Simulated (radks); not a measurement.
Task: Radial electron density D(r) = 4 pi r^2 rho(r) of an atom or ion with 50 electrons. Method: scalar-relativistic Kohn-Sham, LDA (Slater exchange, VWN5 correlation), spin-polarised, spherical densities, finite nucleus; Fermi nuclear charge, rms radius of each element as measured or else 0.836 A^(1/3) + 0.57 fm; computed with a radial shooting solver on a logarithmic mesh with Libxc functionals.

```
   r/bohr * D(r) (the largest magnitude, 113, reaches the edge; | marks zero)
 0.002958 |          *
 0.003852 |              *
 0.005016 |                    *
 0.006584 |                          *
 0.008573 |                                 *
  0.01116 |                                      *
  0.01454 |                                         *
  0.01893 |                                       *
  0.02484 |                                    *
  0.03235 |                                    *
  0.04212 |                                          *
  0.05485 |                                                   *
    0.072 |                                                      *
  0.09375 |                                               *
   0.1221 |                                         *
    0.159 |                                             *
    0.207 |                                              *
   0.2717 |                               *
   0.3538 |                   *
   0.4606 |                     *
   0.5998 |                   *
    0.781 |         *
    1.025 |   *
    1.335 |*
    1.738 *
    2.263 *
    2.947 *
```

What is the nuclear charge?

Result: Z = 64. The innermost maximum, from 1s, lies near gamma/Z bohr with gamma = sqrt(1 - (Z/c)^2) = 0.884, here 0.0138 bohr (found: 0.0151), and its height grows with Z. The density is that of the gadolinium ion Gd14+ in [Kr] 4d10 4f2 5s2; the configuration itself is not fixed sharply by these data, and Z only to a few units. D(r) has 4 maxima, at r = 0.0151, 0.0675, 0.187, 0.507 bohr, and minima at 0.0292, 0.124, 0.371 bohr, inside which lie 1.95, 11.19, 29.13 electrons.
